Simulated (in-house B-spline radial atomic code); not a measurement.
The numbers below are computed, except where a source is named.
# Zn in an electron gas of r_s = 4: phase shifts, screening and friction

A nucleus sits in a uniform electron gas with a rigid positive background. The Kohn-Sham equations are solved self-consistently in the spin-unpolarised LDA (PW92), non-relativistic, on B-splines with outgoing waves at the boundary and partial waves to l = 8. The model has no lattice, no bands and no magnetic solution. Atomic units; δ_l are the phase shifts at the Fermi level, counted so that each bound state adds π, and good to about 0.0005.

The density parameter is r_s = 4 bohr.

```csv
l,δ_l (rad)
0,10.7125
1,6.9449
2,3.1187
3,-0.0032
4,0.0005
5,-0.0001
6,0.0000
7,-0.0001
8,-0.0001
```

Bound levels below the band bottom (hartree): p -36.44, s -4.363, p -2.812, d -0.189, s -0.04293 and deeper ones.

Check the Friedel sum rule, and say where the screening charge sits.

k_F = (9π/4)^(1/3)/r_s = 0.47979. The rule is Z = (2/π) Σ (2l + 1) δ_l. The terms are s 6.820, p 13.264, d 9.927, f -0.014 and 0.000 beyond, in all 29.997 against Z = 30. Bound states hold 8 s, 12 p, 10 d electrons, so the scattering states carry 0.00 in all; where a term is smaller than its bound count, the bound level has drawn weight out of the band.

Find the transport cross section and the electronic stopping of a 5 keV Zn ion (mass 65.38 u).

σ_tr = (4π/k_F²) Σ (l + 1) sin²(δ_l − δ_(l+1)). The terms for l = 0 to 3 are 0.3433, 0.7998, 0.0012, 0.0001, all together 1.1443, so σ_tr = 54.589 × 1.1443 = 62.466 bohr². With n = 3/(4π r_s³) = 0.00373, the friction coefficient is Q = n k_F σ_tr = 0.1118. For v well below v_F = 0.480, dE/dx = Q v; with 24801 eV per u at v = 1, v = √(5000/(24801 × 65.38)) = 0.0555, so dE/dx = 0.00621 hartree/bohr = 3.19 eV/nm. The largest term couples the p and d waves.
